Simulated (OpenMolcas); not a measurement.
**Ionisation energies of rhenium**

```json
{"Program": "OpenMolcas 26.06", "Basis": "ANO-RCC [11s10p9d8f4g2h]", "Scalar Hamiltonian": "DKH2, point nucleus", "Spin-orbit coupling": "state interaction with AMFI integrals over the reference wave functions, term energies averaged over their components"}
```

Active shells in each charge state: the valence d shell, with orbitals averaged over the low states. Where CASPT2's correlated closed shells are named, they are those of the first ion.

A. CASSCF
B. SS-CASPT2, IPEA 0.25 Eh, imaginary shift 0.1 Eh (closed shells correlated: 5s 5p)
C. SS-CASPT2, IPEA 0 Eh, imaginary shift 0.1 Eh (closed shells correlated: 5s 5p)
D. SS-CASPT2, IPEA 0.25 Eh, imaginary shift 0.1 Eh (closed shells correlated: none)
E. SS-CASPT2, IPEA 0.25 Eh, imaginary shift 0.1 Eh (closed shells correlated: 4f 5s 5p)

Energies in eV between the lowest computed levels, named as in B; reference values from the NIST Atomic Spectra Database with their kind.

| From | To | A | B | C | D | E | Spin-orbit share in B | Reference |
| --- | --- | --- | --- | --- | --- | --- | --- | --- |
| Re2+ 5d⁵ ⁶S_5/2 | Re3+ 5d⁴ ⁵D₀ | 26.660 | 27.581 | 27.676 | 27.255 | 27.812 | -0.622 | 27.000 (theoretical) |
| Re3+ 5d⁴ ⁵D₀ | Re4+ 5d³ ⁴F_3/2 | 38.699 | 39.594 | 39.657 | 39.192 | 39.897 | -0.296 | 39.100 (theoretical) |
| Re4+ 5d³ ⁴F_3/2 | Re5+ 5d² ³F₂ | 52.178 | 52.950 | 53.017 | 52.440 | 53.316 | -0.372 | 51.900 (theoretical) |
| Re5+ 5d² ³F₂ | Re6+ 5d ²D_3/2 | 67.246 | 68.071 | 68.130 | 67.410 | 68.502 | +0.467 | 67.000 (theoretical) |
| Re6+ 5d ²D_3/2 | Re7+ 5p⁶ ¹S₀ | 81.627 | 82.415 | 82.466 | 81.627 | 82.903 | +0.823 | 82.710 (semi-empirical) |

The lowest level within the active space need not be the ion's true ground level.
